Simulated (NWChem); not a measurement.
System: CdHSF; SMILES [SH][Cd][F]

NWChem input:

```
start job
memory heap 200 mb stack 900 mb global 1100 mb
geometry units angstroms noautoz
  Cd    -0.495716     0.084762     0.000000
  F     -0.642199     2.025343     0.000000
  S     -0.345947    -2.247944     0.000000
  H      1.018293    -2.216948     0.000000
end
basis spherical
  * library def2-svp
end
ecp
  Cd library def2-ecp
end
dft
  xc xctpssh
  iterations 150
  mulliken
end
task dft energy
```

Structure relaxed at the PBE-D3(BJ)/def2-SVP level. def2 effective core potentials on Cd; no spin-orbit coupling.

**Question.** Give the results of this calculation. (TPSSh/def2-SVP with def2 effective core potentials on Cd.) Quantities: energy (Ha); highest occupied level (eV); orbital gap (eV); dipole (D).

**Answer.** The energy (Ha) is -666.15 and the highest occupied level (eV) is -6.79. The orbital gap (eV) is 4.69 and the dipole (D) is 1.49.
